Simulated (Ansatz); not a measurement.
Start from `[OH][Al]1[CH2][CH2]1` and change one atom or group to get `[CH2]1[CH2][AlH]1`.

Ansatz, PBE0-D4/def2-TZVP geometries, multiplicity 1. Each molecule was computed in one conformer, which needn't be the lowest.

```json
{"property": "HOMO–LUMO gap (B3LYP/def2-TZVPP) / eV", "`[OH][Al]1[CH2][CH2]1`": "4.67"}
{"property": "LUMO energy (PBE/def2-TZVPP) / eV", "`[OH][Al]1[CH2][CH2]1`": "-1.61"}
{"property": "HOMO energy (PBE0/def2-TZVPP) / eV", "`[OH][Al]1[CH2][CH2]1`": "-5.92"}
{"property": "LUMO energy (PBE0/def2-TZVPP) / eV", "`[OH][Al]1[CH2][CH2]1`": "-0.77"}
{"property": "HOMO energy (B3LYP/def2-TZVPP) / eV", "`[OH][Al]1[CH2][CH2]1`": "-5.73"}
{"property": "HOMO–LUMO gap (PBE/def2-TZVPP) / eV", "`[OH][Al]1[CH2][CH2]1`": "3.16"}
```

(1) What does the change do to each property? (An estimate is asked.)

Results:

(1) The calculation gave: 
```
                             property  `[CH2]1[CH2][AlH]1`  shift
HOMO–LUMO gap (B3LYP/def2-TZVPP) / eV                 4.16  -0.51
    LUMO energy (PBE/def2-TZVPP) / eV                -2.03  -0.42
   HOMO energy (PBE0/def2-TZVPP) / eV                -5.83   0.09
   LUMO energy (PBE0/def2-TZVPP) / eV                -1.26  -0.49
  HOMO energy (B3LYP/def2-TZVPP) / eV                -5.64   0.09
  HOMO–LUMO gap (PBE/def2-TZVPP) / eV                 2.72  -0.44
```

With PBE0 the HOMO rises by 0.09 eV and the LUMO falls by 0.49 eV, so the gap narrows by about 0.58 eV. PBE moves the HOMO by 0.02 eV and ωB97M-V by 0.14 eV. The zero-point energy changes by -19.3 kJ/mol with -3 modes.

B3LYP here is the variant with VWN-RPA as its local correlation; programs differ in this.
